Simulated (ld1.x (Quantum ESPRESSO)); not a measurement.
## Before and after: TM potential for tellurium (Te)

Te (Z = 52), norm-conserving Troullier–Martins (Kleinman–Bylander form), made with ld1.x (Quantum ESPRESSO) 7.5 (PBE, fully relativistic). Core [Kr], reference 4d10 5s2 5p4. Waves: 5p (bound): rc 1.90 bohr; 4d (bound): rc 1.20 bohr; 5s (bound): rc 1.65 bohr. Local part: the s channel. Core correction: Bessel-smoothed model core, default radius (core density twice the valence density).

Open shells are filled in proportion to 2j + 1 (rel_dist='average').

All-electron outer shells of the reference configuration (PBE, scalar-relativistic, ld1.x):

| shell | level (eV) | outermost node (bohr) | outermost maximum (bohr) |
| --- | --- | --- | --- |
| 4s | -164.39 | 0.38 | 0.70 |
| 4p | -114.41 | 0.38 | 0.74 |
| 4d | -41.65 | 0.36 | 0.81 |
| 5s | -15.11 | 0.91 | 1.80 |
| 5p | -5.95 | 1.00 | 2.17 |

Change: functional BP86.

Cutoffs: the cutoffs (Ry, on a coarse ladder) from which the occupation-weighted sum of valence levels, in a spherical-Bessel basis at the reference potential, stays within 10 and 1 mRy of its value at 400 Ry; they do not see the model core or the augmentation charge, which bear on the density cutoff. Errors are all-electron minus pseudo energies relative to the spin-unpolarised reference configuration.

Question: Predict the effect on cutoff, ghosts and configuration errors.

Answer: The potential gets neither clearly harder nor softer (110 Ry and 180 Ry → 110 Ry and 180 Ry); the number of tests with a reliable result goes from 6 to 7; the errors of the 6 common tests hardly move; neither file shows a bound ghost.

```tsv
quantity	base	changed
cutoff, loose	110 Ry	110 Ry
cutoff, tight	180 Ry	180 Ry
bound ghosts	none	none
tests with a reliable result	6 of 7	7 of 7
error for 4d10 5s2 5p3, meV [ΔE 9.75 → 9.88 eV]	+1.7	+1.7
error for 4d10 5s2 5p2, meV [ΔE 27.70 → 27.98 eV]	+7.6	+7.7
error for 4d10 5s2 5p1, meV [ΔE 54.63 → 55.10 eV]	+17	+18
error for 4d10 5s2 5p3.5, meV [ΔE 3.91 → 3.97 eV]	+0.4	+0.3
error for 4d9 5s2 5p5, meV [ΔE 38.20 → 38.16 eV]	-483	-477
error for 4d10 5s1 5p4, meV [ΔE 19.56 → 19.71 eV]	+2.7	+2.6
s: phases at 2.05 bohr within 0.05 rad from the reference energy up to (Ry; the scan ends near 5)	3.6	3.6
p1/2: phases at 2.05 bohr within 0.05 rad from the reference energy up to (Ry; the scan ends near 5)	to the end of the scan	to the end of the scan
p3/2: phases at 2.05 bohr within 0.05 rad from the reference energy up to (Ry; the scan ends near 5)	to the end of the scan	to the end of the scan
d3/2: phases at 2.05 bohr within 0.05 rad from the reference energy up to (Ry; the scan ends near 5)	-0.1	-0.1
d5/2: phases at 2.05 bohr within 0.05 rad from the reference energy up to (Ry; the scan ends near 5)	0.0	0.0
```
